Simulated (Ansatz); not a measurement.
`N#[C][AlH][OH]` + HCl → `N#[C][AlH][Cl]` + H₂O at 500 K and 1 bar (ligand exchange at the Al–O bond).

Computed with Ansatz on PBE0-D4/def2-TZVP structures; ΔE is electronic, products minus reactants. CCSD(T)/CBS adds triple-zeta CCSD(T) − MP2 to the extrapolated MP2 energy (def2 sets, frozen cores). This one scheme is used for every species. One conformer a species, not always the lowest.

| species | CCSD(T)/CBS energy (Eh) | H − E (kJ/mol) | S (J/(mol·K)) |
| --- | --- | --- | --- |
| `N#[C][AlH][OH]` | -411.19791 | 110.3 | 352.6 |
| HCl | -460.38127 | 32.5 | 201.9 |
| `N#[C][AlH][Cl]` | -795.20880 | 75.7 | 353.2 |
| H₂O | -76.37941 | 73.2 | 206.3 |

H − E and S are ideal-gas, rigid-rotor, harmonic terms from PBE0-D4/def2-TZVP, for one conformer and one mirror image of each species. 1 Eh = 2625.50 kJ/mol, R = 8.31446 J/(mol·K).

**Question.** By hand: ΔE, ΔH, ΔS and ΔG.

**Answer.** ΔE = (-795.20880) + (-76.37941) − (-411.19791) − (-460.38127) = -0.00903 Eh = -23.7 kJ/mol. Δ(H − E) = 75.7 + 73.2 − 110.3 − 32.5 = 6.1, so ΔH = -17.6 kJ/mol. ΔS = 353.2 + 206.3 − 352.6 − 201.9 = 5.0 J/(mol·K). ΔG = -17.6 − 500 × (5.0)/1000 = -20.1 kJ/mol.

**Question.** By hand: the equilibrium constant, and the temperature at which ΔG would vanish if ΔH and ΔS stayed fixed.

**Answer.** log₁₀ K = −ΔG/(RT ln 10) = 2.1. ΔH and −TΔS have one sign here, so there is no such temperature.

The number of gas molecules stays the same, so ΔS is small and ΔH decides. A doubt of 5 kJ/mol in ΔE shifts log₁₀ K by 0.5 here. Other conformers and mirror images would add mixing entropy, several J/(mol·K) or more a flexible species. These are equilibria of isolated gas molecules and say nothing of rates. Largest T1 diagnostic: 0.014 (customary marks: 0.02 for closed shells, 0.045 for open ones).

ΔS is within the doubt of such terms, so its sign, and with it that verdict, could turn.
